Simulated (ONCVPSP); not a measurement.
**Pseudopotential generation for Mn: ONCV, LDA (Perdew-Zunger), non-relativistic.**

manganese, optimised norm-conserving Vanderbilt (ONCV), made with ONCVPSP 4.0.1 (LDA (Perdew-Zunger), non-relativistic). Core [Ne] 3s2, reference 3p6 3d5 4s1 (charge +1). Waves: 4s: rc 2.60 bohr, ncon 4, nbas 8, qcut 2.5 1/bohr, 2 projectors, debl 2.9 Ha; 3p: rc 0.95 bohr, ncon 3, nbas 7, qcut 8.3 1/bohr, 2 projectors, debl 3.1 Ha; 3d: rc 1.20 bohr, ncon 4, nbas 8, qcut 14.4 1/bohr, 1 projector. Local part: polynomial inside 0.95 bohr (lpopt 5, dvloc0 2 Ha). Core correction: Teter function, fcfact 3.75, rcfact 1.4.

Poles of the logarithmic derivatives, all-electron (AE) and pseudo (PS). s: poles at -3.4, 0.5, 4.5 (AE) and -0.9, 0.5, 4.2 (PS) Ha. p: poles at 2.2 (AE) and 2.1 (PS) Ha. d: poles at 1.0 (AE) and 1.0 (PS) Ha. Test radii: s 2.64, p 0.97, d 1.22 bohr.

- Cutoffs needed: 71 Ha and 81 Ha (the cutoffs (Ha) at which the residual kinetic energy of the hardest occupied pseudo-wave falls to 1 and 0.1 mHa per electron)
- Ghost test: ghosts flagged at negative energy: s at -26.0 eV; no localised positive-energy state flagged; a true bound ghost makes a file unfit for plane-wave use
- Largest excitation error: +19 meV (all-electron minus pseudo) for 3p6 3d4 4s0, out of 4 test configurations
- rms error of d²Exc/dni dnj: 5.10 mHa without and 3.18 mHa with the model core
